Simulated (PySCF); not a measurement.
# Computed vibrations of [La(H2CO)]3+

[La(H2CO)]3+ (singlet). PySCF 2.14.0, RKS PBE0, La def2-SVP with ECP46, O def2-SVP, C def2-SVP, H def2-SVP; non-relativistic Hamiltonian with scalar-relativistic core potentials where named; density fitting; no spin-orbit coupling. Central differences of gradients.

```xyz
5

La    0.0000    0.0000   -0.5075
O     0.0000    0.0000    1.7236
C     0.0000    0.0000    2.9844
H     0.9680    0.0000    3.5318
H    -0.9680    0.0000    3.5318
```

Run from Python with OMP_NUM_THREADS=2. Where DIIS fails, smearing, a level shift and second-order steps follow.
It took 120 s on 2 threads of Intel(R) Xeon(R) Processor @ 2.50GHz (Skylake/Cascade Lake) (shared host).

**Question.** What are the harmonic wavenumbers and infrared intensities?

**Answer.** Modes are labelled in C2v; negative numbers are unstable modes, those under 60 cm⁻¹ near the noise; a finer grid moves soft modes by up to 10 cm⁻¹.
```
cm⁻¹  km/mol  symmetry
 239    58.1        b2
 260    64.2        b1
 411    35.9        a1
1181    18.8        b2
1246     5.4        b1
1449   244.2        a1
1584   327.5        a1
3021    80.3        a1
3172    76.6        b2
```

**Question.** Is this a minimum?

**Answer.** Yes. Ideal gas at 298.15 K and 1 bar: S = 281.8 J/(mol K), Cp = 56.3 J/(mol K), H − H(0 K) = 13.4 kJ/mol (rigid rotor, harmonic modes, spin degeneracy alone).
